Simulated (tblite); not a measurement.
Species: C6H11O2S (charge -1).
Z-matrix (Å and degrees, GFN2-xTB geometry), rows numbered from 1:
```
C 
C   1  1.5235
C   2  1.5242  1  112.41
S   3  1.8278  2  112.18  1   -69.16
C   3  1.5232  2  115.65  1    59.26
C   5  1.5254  3  113.51  2    58.47
C   3  1.4797  2  115.44  1  -165.68
O   7  1.2268  3  127.20  2  -151.96
O   7  1.3824  3  114.16  2    23.11
H   1  1.0890  2  111.42  3   -70.09
H   1  1.0882  2  108.62  3    49.62
H   1  1.0904  2  110.67  3   169.20
H   2  1.0959  1  110.64  3   122.88
H   2  1.0914  1  108.99  3  -118.84
H   5  1.0922  3  106.60  2   178.44
H   5  1.0929  3  109.08  2   -65.37
H   6  1.0903  5  110.26  3   174.15
H   6  1.0879  5  109.59  3    54.81
H   6  1.0890  5  111.41  3   -65.57
H   9  0.9663  7  105.86  3   166.67
```

Method: GFN2-xTB as coded in tblite; computed harmonic values from a numerical Hessian at the method's own geometry, unscaled. This tight-binding method is rough: wavenumbers can miss measured ones by several per cent, in bad cases by 10 to 20. One conformer, not necessarily the lowest.

Harmonic wavenumbers (cm⁻¹): 72.7, 96.4, 125.9, 159.9, 163.7, 183.5, 231.5, 251.7, 295.9, 314.0, 362.6, 375.1, 452.0, 475.1, 572.6, 605.9, 675.6, 757.8, 810.2, 837.3, 938.2, 978.9, 1050.5, 1069.5, 1082.5, 1090.7, 1107.7, 1163.7, 1209.4, 1234.6, 1262.3, 1277.4, 1329.2, 1349.5, 1395.4, 1398.1, 1482.3, 1485.4, 1504.9, 1512.4, 1513.9, 1517.0, 1679.6, 2912.3, 2958.4, 2983.3, 2985.2, 2992.9, 2996.0, 3010.4, 3012.2, 3027.6, 3032.7, 3503.0.

A = 1545, B = 1278, C = 1031 MHz; mass 147.048 u (most abundant isotopes); point group C1, symmetry number 1.

Q: Zero-point energy?

A: Half the sum of the wavenumbers: 35433 cm⁻¹ = 423.88 kJ/mol.

Q: Entropy at 298.15 K, 1 bar (ideal gas, RRHO, classical rotation)?

A: Translation 171.10, rotation 123.21, vibration 128.93: S = 423.2 J/(mol K).

Q: And Cp and H(298.15 K) − H(0)?

A: Cp = 172.49 J/(mol K), of which vibrations give 139.23 (their classical limit is 54 R = 449.0); H(298.15 K) − H(0) = 31.22 kJ/mol without the zero-point energy, 21.31 from vibrations.

Q: What must be added to the electronic energy to get the Gibbs energy at 298.15 K and 1 bar?

A: ZPE + [H(298.15 K) − H(0)] − T·S = 423.88 + 31.22 − 126.19 = 328.91 kJ/mol.

Q: How do the functions run with temperature in this model?

A: 
| T (K) | S (J/(mol K)) | Cp (J/(mol K)) | H − H(0) (kJ/mol) | G − H(0) (kJ/mol) | ln q(vib) |
| --- | --- | --- | --- | --- | --- |
| 100 | 289.4 | 84.3 | 5.40 | -23.54 | 1.28 |
| 200 | 363.1 | 131.4 | 16.31 | -56.31 | 4.06 |
| 300 | 424.3 | 173.3 | 31.54 | -95.75 | 6.97 |
| 500 | 531.5 | 249.9 | 74.17 | -191.58 | 12.62 |
| 800 | 667.2 | 327.1 | 161.72 | -372.08 | 20.59 |
| 1000 | 744.1 | 361.0 | 230.69 | -513.37 | 25.51 |

q(vib) and H(0) count from the zero-point level.

Q: Blend soft modes into free rotors: weight 1/[1 + (100 cm⁻¹/ν̃)⁴] for the oscillator and the rest for a rotor with moment μB/(μ + B), μ = h/(8π²ν), B = 10⁻⁴⁴ kg m². What vibrational entropy results?

A: 124.03 J/(mol K) in place of 128.93, which changes −T·S at 298.15 K by +1.46 kJ/mol.

Hindered rotation and anharmonicity are outside this model. Other conformers, if any are populated, would add a mixing term that is left out. The structure is chiral; the term R ln 2 for an equal mix with its mirror image is left out.
